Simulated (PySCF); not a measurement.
C3H2BrF, SMILES FC=C=CBr. Atoms are numbered in the order given.

```xyz
7

F     -3.1660     0.3731    -0.9460
C     -2.4152    -0.4396    -0.1923
C     -1.1239    -0.5915    -0.3626
C      0.1608    -0.7696    -0.4881
Br     1.4611     0.2840     0.4380
H     -2.9958    -0.9663     0.5731
H      0.6193    -1.5275    -1.1294
```

The structure is a stationary point at B3LYP-D3(BJ)/def2-SVP.

Two levels are set side by side: PBE/pcSseg-1 (PySCF) and KT2/pcSseg-1 (PySCF). GIAO shifts against CFCl3 (¹⁹F), TMS (¹H), TMS (¹³C) at the same level; non-relativistic, no solvent, atoms listed together averaged. Without spin–orbit terms, shifts of atoms bonded to Cl or Br come out too high at both levels. Differences are taken from unrounded values.

```tsv
quantity	KT2	PBE	PBE minus KT2
δ(¹⁹F) of F1 (ppm)	-165.5	-155.4	10.0
δ(¹³C) of C2 (ppm)	136.7	143.8	7.1
δ(¹³C) of C3 (ppm)	196.8	207.9	11.1
δ(¹³C) of C4 (ppm)	105.1	112.5	7.4
δ(¹H) of H6 (ppm)	7.82	7.84	0.02
δ(¹H) of H7 (ppm)	7.06	7.12	0.05
```

Rough cost on one machine, each run with all the roots and properties that it gave: KT2 against PBE within a factor of 2.
